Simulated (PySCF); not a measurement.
**Stationary points of SeCl₂**

All numbers come from PBE0 in PySCF with Se def2-TZVP, Cl def2-TZVP; no relativity; density-fitted integrals.

Relaxations began from a few typed shapes. The search is not exhaustive: other isomers or separated fragments can lie lower, and high-lying points may rest on an excited occupation.

```json
{"spin": "singlet", "group": "C2v", "bonds": "Se–Cl 2.147 Å (×2)", "angles": "Cl–Se–Cl 101.5°", "imaginary modes (cm⁻¹)": "none", "ΔE (kJ/mol)": "0.0", "ΔE with ZPE (kJ/mol)": "0.0"}
{"spin": "singlet", "group": "D∞h", "bonds": "Se–Cl 2.262 Å (×2)", "angles": "Cl–Se–Cl 180.0°", "imaginary modes (cm⁻¹)": "223i", "ΔE (kJ/mol)": "204.0", "ΔE with ZPE (kJ/mol)": "–"}
```

The lowest minimum found is the singlet C2v: Se–Cl 2.147 Å (×2); Cl–Se–Cl 101.5°.

Counting electrons, selenium keeps 4 of its valence electrons outside its bonds, so the VSEPR class is AX2E2 and the expected shape is bent (C2v), as computed.

The electron or spin density has lower symmetry than the nuclear frame for the singlet D∞h at 204.0 kJ/mol.
